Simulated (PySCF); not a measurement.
Species: `FC(F)(F)/P=P/c1ccco1`. The columns A, B, C and D hold Mulliken, IAO, Hirshfeld and ESP-fitted charges (e) of one PBE0/pcSseg-1 density (PySCF), in a shuffled order. Coordinates in Å (GFN2-xTB); the density's dipole moment is (-4.84, -0.72, 0.30) D.

```tsv
atom	x	y	z	A	B	C	D
F1	4.160	1.233	0.740	-0.105	-0.271	-0.279	-0.262
C2	3.475	0.578	-0.210	+0.194	+0.910	+0.624	+0.541
F3	3.980	0.976	-1.389	-0.107	-0.271	-0.280	-0.262
F4	3.794	-0.721	-0.080	-0.095	-0.263	-0.278	-0.260
P5	1.636	1.000	-0.101	+0.005	-0.246	+0.097	+0.136
P6	0.985	-0.926	-0.049	+0.068	-0.124	+0.221	+0.319
C7	-0.754	-0.524	0.049	-0.017	+0.423	-0.066	-0.103
C8	-1.866	-1.332	0.106	-0.063	-0.410	-0.178	-0.097
C9	-2.977	-0.468	0.171	-0.078	-0.095	-0.219	-0.162
C10	-2.470	0.798	0.152	+0.037	-0.219	+0.039	+0.197
O11	-1.136	0.775	0.078	-0.046	-0.064	-0.220	-0.368
H12	-1.872	-2.403	0.100	+0.067	+0.231	+0.179	+0.101
H13	-4.010	-0.745	0.227	+0.065	+0.173	+0.176	+0.104
H14	-2.946	1.759	0.184	+0.075	+0.228	+0.184	+0.117
```

**Question.** Which column most likely holds the ESP-fitted charges?

**Answer.** B. Σ q r misses the density's dipole by 0.05 D (B), 0.36 D (D), 0.82 D (C), 1.27 D (A). Charges fitted to the outside potential are the only set here that is tied to the molecule's multipoles.

**Question.** And the Hirshfeld charges?

**Answer.** A. The mean sizes are 0.073 e (A), 0.216 e (D), 0.217 e (C), 0.281 e (B), and Hirshfeld charges are commonly the smallest of these schemes.

As computed, A = Hirshfeld, B = ESP-fitted, C = IAO, D = Mulliken. Hydrogens on carbon: Hirshfeld +0.06 to +0.08, ESP-fitted +0.17 to +0.23, IAO +0.18 to +0.18, Mulliken +0.10 to +0.12 e.

The IAO scheme projects the occupied orbitals on a minimal set of polarised atomic orbitals and counts the electrons in each atom's part of it. The ESP scheme fits charges at the nuclei, held to the total charge, to the electrostatic potential on points at 1.4 to 2.0 times the van der Waals radii.

One conformer (not necessarily the lowest) at the GFN2-xTB geometry, without solvent, vibrations or thermal averaging.

These values come from a run that also computed NMR shieldings. Time: 40 s wall. Hardware: Arm Neoverse V1, one thread, no GPU (shared host).

The values belong to the conformer `[F:1][C:2]([F:3])([F:4])/[P:5]=[P:6]/[c:7]1[cH:8][cH:9][cH:10][o:11]1`: F1–C2–P5–P6 -128°, P5–P6–C7–C8 179°.
